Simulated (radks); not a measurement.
Q: Ionisation of neutral titanium, [Ar] 3d2 4s2, to [Ar] 3d2 4s1 as the strength of local exchange is varied. Calculated with a radial shooting solver on a logarithmic mesh with Libxc functionals: non-relativistic Kohn-Sham, Slater X-alpha exchange (alpha = 2/3 is LDA exchange), no correlation, spin-polarised, spherical densities, point nucleus; open shells are filled with parallel spins first.

alpha  E(Ti) (hartree)  exchange (hartree)  IE (eV)  -e of the level emptied (eV)  <r> of it (bohr)
0.597       -841.56456           -33.91266    5.303                    2.980 (4s)             3.830
0.667       -845.54970           -38.05626    5.573                    3.275 (4s)             3.766
0.71        -848.00640           -40.61856    5.746                    3.466 (4s)             3.727
0.721       -848.63592           -41.27609    5.791                    3.515 (4s)             3.717
0.889       -858.30369           -51.42256    6.516                    4.323 (4s)             3.565
0.949       -861.78062           -55.09342    6.791                    4.632 (4s)             3.512
0.998       -864.62948           -58.10961    7.022                    4.893 (4s)             3.470
x           -839.12526           -31.38432    5.145                    2.808 (4s)             3.868

Which alpha was used in the last row?

A: alpha = 0.554. NIST Atomic Spectra Database: 6.828 eV (measured). The Delta-SCF value meets it near alpha = 0.96. Open shells are spherical and high-spin; term and fine-structure splittings are not resolved.
